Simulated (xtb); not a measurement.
Be(I)(SMe) (CH3BeIS), SMILES [I][Be][S]C. All values are semi-empirical tight-binding results from xtb (GFN2-xTB unless named), good for trends rather than for accurate numbers. Geometry: GFN2-xTB. The values are those of a single conformer.

For metal compounds this method's bond lengths and energies can be far off.

Computed properties:
```
Property                                       Value
-------------------------------------  -------------
orbital gap                                  3.79 eV
zero-point energy                      25.3 kcal/mol
G − E(el) at 298.15 K (modified RRHO)   4.7 kcal/mol
```
